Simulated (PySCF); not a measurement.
C₄H₁₀Ge.
Structure used (PBE0-D3(BJ)/def2-SVP), in Å, numbered top down from 1:
```xyz
15
C4H10Ge angstrom
C     -3.0145   -0.4651    0.2593
C     -1.9934   -0.5180   -0.6009
Ge    -0.3558    0.5019   -0.3857
C      1.1761   -0.6829   -0.0665
C      2.5026    0.0535    0.0654
H     -3.9222   -1.0648    0.1232
H     -2.9950    0.1841    1.1423
H     -2.0740   -1.1875   -1.4673
H     -0.5428    1.4605    0.8115
H     -0.0819    1.3383   -1.6563
H      1.2107   -1.4092   -0.8954
H      0.9538   -1.2643    0.8435
H      2.4880    0.7715    0.9011
H      3.3379   -0.6415    0.2477
H      2.7437    0.6223   -0.8466
```

All values: B3LYP/def2-SVPD (PySCF, non-relativistic), on one gas-phase PBE0-D3(BJ)/def2-SVP geometry that isn't relaxed in the solvent. The solvent is an IEF-PCM continuum (van der Waals radii × 1.2), and excitations are vertical TDDFT with non-equilibrium linear response and a frozen core. Specific hydrogen bonds and non-electrostatic terms are outside this model. Spin–orbit coupling is left out although an atom past zinc is present.

Gas-phase singlets (H = HOMO, L = LUMO):

```csv
state,E (eV),λ (nm),f,leading configurations
S1,6.363,195,0.065,"H-1→L 59%, H→L 32%"
S2,6.668,186,0.172,"H→L 46%, H-2→L 38%"
S3,6.984,178,0.007,"H→L+1 74%, H→L+2 19%"
S4,7.120,174,0.003,"H→L+2 73%, H→L+1 14%"
S5,7.279,170,0.105,"H-3→L 37%, H-2→L 28%, H-1→L 17%"
```

Task: What are the lowest 5 singlets in dichloromethane (ε = 8.93)?

Result: 
| state | E (eV) | λ (nm) | f | leading configurations | change by rank (eV) |
| --- | --- | --- | --- | --- | --- |
| S1 | 6.282 | 197 | 0.114 | H-1→L 48%, H→L 45% | -0.081 |
| S2 | 6.593 | 188 | 0.226 | H→L 41%, H-2→L 36%, H-1→L 18% | -0.075 |
| S3 | 6.999 | 177 | 0.004 | H→L+1 78%, H→L+2 16% | +0.015 |
| S4 | 7.136 | 174 | 0.004 | H→L+2 72%, H→L+1 12%, H-2→L 9% | +0.016 |
| S5 | 7.237 | 171 | 0.159 | H-2→L 34%, H-3→L 24%, H-1→L 21% | -0.042 |

Task: How do the frontier levels move from gas to dichloromethane?

Result: 
```
orbital  gas (eV)  solvent (eV)  change (eV)                    Löwdin shares, gas                Löwdin shares, solvent
 LUMO+2      0.60          0.68        +0.08    Ge3 19 %, C1 14 %, C5 10 %, C2 9 %    Ge3 17 %, C5 13 %, C1 11 %, C2 8 %
 LUMO+1      0.40          0.51        +0.11   Ge3 28 %, C5 14 %, C4 10 %, H10 5 %    Ge3 34 %, C5 10 %, C4 8 %, H10 7 %
   LUMO     -0.50         -0.45        +0.05     C1 37 %, C2 33 %, Ge3 8 %, H6 5 %     C1 37 %, C2 33 %, Ge3 8 %, H6 5 %
   HOMO     -7.41         -7.34        +0.07   C1 28 %, C2 26 %, C4 14 %, Ge3 11 %   C1 26 %, C2 24 %, C4 16 %, Ge3 12 %
 HOMO-1     -8.14         -8.05        +0.09   C2 26 %, Ge3 18 %, C1 16 %, C4 13 %   C2 27 %, Ge3 17 %, C1 17 %, C4 11 %
 HOMO-2     -8.53         -8.45        +0.08   Ge3 23 %, C2 21 %, H9 15 %, C4 11 %   Ge3 22 %, C2 22 %, H9 14 %, C4 11 %
 HOMO-3     -8.86         -8.80        +0.06  Ge3 32 %, H10 23 %, H9 15 %, C4 10 %  Ge3 30 %, H10 21 %, H9 15 %, C4 11 %
```

The HOMO–LUMO gap goes from 6.91 to 6.90 eV.
